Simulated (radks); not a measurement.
Coulomb parameter of the 5d shell of the osmium ion Os+ in the model configuration [Xe] 4f14 5d6 6s1, as a second difference U = [E(n + 0.25) + E(n - 0.25) - 2 E(n)] / (0.25)^2 with all orbitals relaxed. "Bare": the charge of the atom changes with n. "Screened": the 6s shell takes up the change at fixed total charge, which measures U(5d,5d) + U(6s,6s) - 2 U(5d,6s). Method: Dirac Kohn-Sham, PBE, spin-unpolarised, spherical densities, finite nucleus; open shells are shared between the two j in proportion to 2j + 1; Fermi nuclear charge, rms radius 5.4126 fm; computed with a radial shooting solver on a logarithmic mesh with Libxc functionals.

case                      configuration  E - E(n) (eV)
start                 [Xe] 4f14 5d6 6s1          0.000
bare +0.25         [Xe] 4f14 5d6.25 6s1         -3.219
bare -0.25         [Xe] 4f14 5d5.75 6s1          3.864
screened +0.25  [Xe] 4f14 5d6.25 6s0.75         -0.223
screened -0.25  [Xe] 4f14 5d5.75 6s1.25          0.283

U(bare) = 10.329 eV, U(screened by 6s) = 0.961 eV.
